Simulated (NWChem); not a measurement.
# boron oxyfluoride (BOF); SMILES O=BF

```xyz
3

F      0.0000     0.0000    -1.2080
B      0.0000     0.0000     0.0862
O      0.0000     0.0000     1.3052
```
Atoms are numbered in this order, from 1.

Program: NWChem. Pople sets run with spherical d functions. The geometry was optimised at PBE-D3(BJ)/def2-SVP. Vzz is the largest principal value of the second derivative of the potential at the nucleus (NWChem prints the opposite sign); η is the asymmetry. Non-relativistic.

```csv
level,Vzz B2 (a.u.),η B2,relative time
PBE0/6-31G*,-0.239,0.00,1
PBE0/cc-pVTZ,-0.296,0.00,4
PBE/def2-TZVP,-0.264,0.00,4
PBE/6-31G*,-0.205,0.00,1
```

Times are rough ratios from one shared machine.
